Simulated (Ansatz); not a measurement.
Geometry optimisation, RKS B3LYP/def2-mTZVP in Ansatz 0.2.0.

Input:

```yaml
crystal:
  periodic: [false, false, false]
  atoms:
    - { symbol: Si, position_ang: [-0.295727, 0.487586, 0.264202] }
    - { symbol: F, position_ang: [0.773536, -1.899413, -1.161676] }
    - { symbol: O, position_ang: [-1.417988, -0.11086, -0.583885] }
    - { symbol: H, position_ang: [-0.109768, -1.775085, -1.379119] }
    - { symbol: O, position_ang: [0.736985, 1.671064, -0.134139] }
    - { symbol: O, position_ang: [0.078195, 0.162807, 1.80663] }
    - { symbol: H, position_ang: [0.66897, 2.004533, -1.039094] }
    - { symbol: H, position_ang: [-0.434103, -0.540731, 2.227082] }
basis:
  gaussian: { orbitals: def2-mTZVP }
hamiltonian:
  xc: b3lyp
relax:
  f_tol: 0.03
  max_steps: 50
```

Launched with:

```bash
$ ansatz run input.yaml --threads 2 --pin off --max-ram 3072MiB --backend cpu --events-out ev --progress --plain --runs-dir out
```

Problem. Where does it end, and by what steps?

Solution. The run converged. After 28 steps the energy has fallen by 0.334 eV; O3 moved furthest, 1.66 Å.

```
step  energy less start (eV)  largest force component (eV/Å)  accepted
   0                  0.0000                           1.289       yes
   1                 -0.1157                           0.213       yes
   2                 -0.1244                           0.952       yes
   3                  0.1770                           2.569        no
   4                 -0.1597                           0.218       yes
   5                 -0.1709                           0.180       yes
   6                 -0.1834                           0.188       yes
   7                 -0.1901                           0.521       yes
   8                 -0.1929                           0.370       yes
   9                 -0.2052                           0.444       yes
  10                 -0.2126                           0.093       yes
  11                 -0.2100                           0.610        no
  12                 -0.2156                           0.046       yes
  13                 -0.2179                           0.214       yes
  14                 -0.2193                           0.347       yes
  15                 -0.2224                           0.319       yes
  16                 -0.2283                           0.531       yes
  17                 -0.2284                           0.962       yes
  18                 -0.2439                           0.389       yes
  19                 -0.2546                           0.212       yes
  20                 -0.2632                           0.844       yes
  21                 -0.2849                           0.563       yes
  22                 -0.3128                           0.392       yes
  23                 -0.3268                           0.229       yes
  24                 -0.3271                           0.395       yes
  25                 -0.3334                           0.074       yes
  26                 -0.3335                           0.089       yes
  27                 -0.3337                           0.040       yes
  28                 -0.3339                           0.017       yes
```

```xyz
8
Properties=species:S:1:pos:R:3
Si 0.073 0.586 -0.002
F -0.287 -2.441 -0.275
O 0.059 -0.158 -1.345
H -0.159 -1.703 -0.892
O 0.255 2.173 0.243
O -0.097 -0.106 1.444
H 0.369 2.721 -0.545
H -0.212 -1.073 1.371
```

Whether the end is a true minimum wasn't checked by a vibrational analysis.

The run took 26 s on 2 threads of AMD EPYC 9B45 (Zen 5) (shared host), peak memory 0.26 GiB.
